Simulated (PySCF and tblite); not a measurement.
The numbers below are computed, except where a source is named.
2 diastereomers of C8H16Si, numbered alike:

```tsv
isomer	SMILES	descriptors (one enantiomer)
A	[CH2:1]=[C:2]1[CH2:3][C@H:4]([CH3:5])[CH2:6][C@H:7]([SiH3:8])[CH2:9]1	4S, 7S
B	[CH2:1]=[C:2]1[CH2:3][C@@H:4]([CH3:5])[CH2:6][C@H:7]([SiH3:8])[CH2:9]1	4R, 7S
```

Each isomer is a Boltzmann average at 298.15 K over at most 4 conformers: GFN2-xTB geometries, energies PBE0/pcSseg-1 (D3(BJ) added where defined), GIAO shieldings PBE0/pcSseg-1, GFN2-xTB thermal terms. Programs: PySCF with density fitting and tblite.

Task: What shifts does each isomer give (ppm; of two unlike H on one atom, a is the less shielded)?

Result: 
A: ¹H (against TMS): 4.96 (H1b, 1H), 4.96 (H1a, 1H), 2.29 (H3a, 1H), 2.29 (H9a, 1H), 1.82 (H9b, 1H), 1.76 (H6a, 1H), 1.69 (H3b, 1H), 1.38 (H4, 1H), 1.02 (H5, 3H), 1.00 (H7, 1H), 0.84 (H6b, 1H). ¹³C (against TMS): 158.9 (C2), 112.4 (C1), 48.0 (C3), 42.1 (C9), 41.9 (C4), 41.7 (C6), 27.5 (C7), 25.1 (C5). ²⁹Si (against TMS): -62.2 (Si8).

B: ¹H (against TMS): 5.05 (H1a, 1H), 5.02 (H1b, 1H), 2.40 (H3a, 1H), 2.35 (H9a, 1H), 2.02 (H9b, 1H), 1.92 (H3b, 1H), 1.85 (H4, 1H), 1.64 (H6a, 1H), 1.49 (H6b, 1H), 1.42 (H7, 1H), 1.03 (H5, 3H). ¹³C (against TMS): 155.1 (C2), 115.7 (C1), 46.1 (C3), 42.2 (C9), 40.0 (C6), 34.7 (C4), 21.7 (C7), 21.3 (C5). ²⁹Si (against TMS): -64.2 (Si8). H not on carbon is left out.

Task: Which carbons tell the isomers apart best?

Result: C4: 41.9 in A, 34.7 in B; C7: 27.5 in A, 21.7 in B; C5: 25.1 in A, 21.3 in B ppm.

Unscaled ²⁹Si shifts at such levels can be off by tens of ppm; differences between conformers or isomers are more reliable. Shifts are unscaled: against experiment ¹³C can be off by 15 ppm or more and ¹H by 0.8 ppm.
